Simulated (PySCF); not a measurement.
Two-component Hartree-Fock for Re⁶⁹⁺ (rhenium, charge +69)

Start: [He] 2s2 2p2; 2p1/2 filled at m_j = -1/2, +1/2. Calculated with PySCF 2.14 in an even-tempered Gaussian basis (16 s from 56 bohr⁻², ratio 2.4; 13 p from 72 bohr⁻², ratio 2.4; 5 d from 230 bohr⁻², ratio 2.6; 4 f from 350 bohr⁻², ratio 2.6): generalised Hartree-Fock with the X2C-1e Hamiltonian and a Gaussian nucleus; one run each with spin-orbit coupling (SO) switched off, then screened by Boettger's factors.

```tsv
spinor shell	electrons	ε, spin-free (eV)	ε, screened SO (eV)	weight of nominal j (screened SO)	rms radius, screened SO (bohr)
1s1/2	2	-79834.0	-79756.8	1.000	0.0203
2s1/2	2	-19338.6	-19314.8	1.000	0.0795
2p1/2	2	-17977.2	-19036.6	1.000	0.0670
```

```
   quantity    spin-free  screened SO
E (hartree)  -8880.82729  -8961.08625
        M_J            0            0
       ⟨J²⟩        2.000        0.000
       ⟨L²⟩        2.000        1.333
       ⟨S²⟩        2.000        1.333
```

Breit and QED terms are absent; they matter most for the inner s and p1/2 levels.

Densities and radii are taken from the X2C orbitals without a picture-change correction, which distorts them close to the nucleus.

Without spin-orbit coupling the j labels of p, d and f shells carry no meaning; the spin-free column gives the mean over the occupied spinors of each nl shell.
